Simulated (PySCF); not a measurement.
# Worked example: chemical shift, span and skew from a shielding tensor

C2H6F2Si, SMILES CC[SiH](F)F. Atoms are numbered in the order given.

```xyz
11

Si     0.6360    -0.4119     0.0000
F      1.0301     0.4779     1.2938
F      1.0301     0.4779    -1.2938
C     -1.1883    -0.7299     0.0000
C     -2.0354     0.5421     0.0000
H      1.4904    -1.6232     0.0000
H     -1.4152    -1.3575    -0.8803
H     -1.4152    -1.3575     0.8803
H     -3.1110     0.3101     0.0000
H     -1.8263     1.1594    -0.8868
H     -1.8263     1.1594     0.8868
```

The structure is a stationary point at PBE0-D3(BJ)/def2-SVP. The values are those of a single conformer.

GIAO shieldings from PBE/pcSseg-1 (PySCF), non-relativistic, no solvent. The symmetric part of the tensor of Si1 has the principal values 290.9, 326.2, 382.9 ppm. The same nucleus in TMS has σ = 335.4 ppm at this level (PySCF, at its B3LYP-D3(BJ)/def2-TZVP geometry).

**Question.** Work out the isotropic shielding, the ²⁹Si shift against TMS, the span and the skew.

**Answer.** 
σ(iso) = (σ11 + σ22 + σ33)/3 = 333.3 ppm. δ = σ(ref) − σ(iso) = 335.4 − (333.3) = 2.1 ppm.
Span Ω = σ33 − σ11 = 92.0 ppm. Skew κ = 3(σ(iso) − σ22)/Ω = 0.23. Tumbling in solution averages the tensor to δ; in a static solid the shielding alone would spread this spin-1/2 line over Ω.
